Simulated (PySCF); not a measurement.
Ligands exchanged one at a time, Ge H-SiH3. Gas-phase values, no solvent. Strings in code marks are SMILES.

The T1 excitation (TDA) from two functionals at the same geometries (PBE0-D3(BJ)/def2-SVP), both in PySCF: PBE-D3(BJ)/def2-TZVP and PBE0-D3(BJ)/def2-TZVP. Excitations are Tamm–Dancoff values on a coarser integration grid. The basis has no diffuse functions, so Rydberg states are missing or too high.

```
species                                           PBE-D3(BJ)/def2-TZVP (eV)
------------------------------------------------  -------------------------
1 of 4 H replaced by SiH3 (`[SiH3][GeH3]`)                             6.33
2 of 4 H replaced by SiH3 (`[SiH3][GeH2][SiH3]`)                       5.57
3 of 4 H replaced by SiH3                                              5.54
```

Q: What does PBE0-D3(BJ)/def2-TZVP give for each?

A: 
- 1 of 4 H replaced by SiH3 (`[SiH3][GeH3]`): 6.52
- 2 of 4 H replaced by SiH3 (`[SiH3][GeH2][SiH3]`): 5.81
- 3 of 4 H replaced by SiH3: 5.80
Over these rows, drawn at random from the members with no instability flagged (it was tested for open shells, ions and some series alone), PBE minus PBE0-D3(BJ): mean -0.23 eV, from -0.26 eV to -0.19 eV.
